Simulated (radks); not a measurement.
Q: Se31+, 3 electrons, occupied as [He] 2s1. Calculated with a radial shooting solver on a logarithmic mesh with Libxc functionals: scalar-relativistic Kohn-Sham, BLYP, spin-polarised, spherical densities, finite nucleus; open shells are filled with parallel spins first; Fermi nuclear charge, rms radius 4.14 fm. Some entries of the table are withheld. Estimate them.

| orbital | occ. | eigenvalue (Ry) | <r> (bohr) | <r^2> (bohr^2) |
|---|---|---|---|---|
| 1s up | 1 | -1101.994 | (1) | 0.002575 |
| 1s down | 1 | -1101.336 | (2) | 0.002574 |
| 2s up | 1 | -263.8398 | 0.1794 | 0.03761 |

A: 
(1) 1s up <r> (bohr): 0.04378
(2) 1s down <r> (bohr): 0.04377
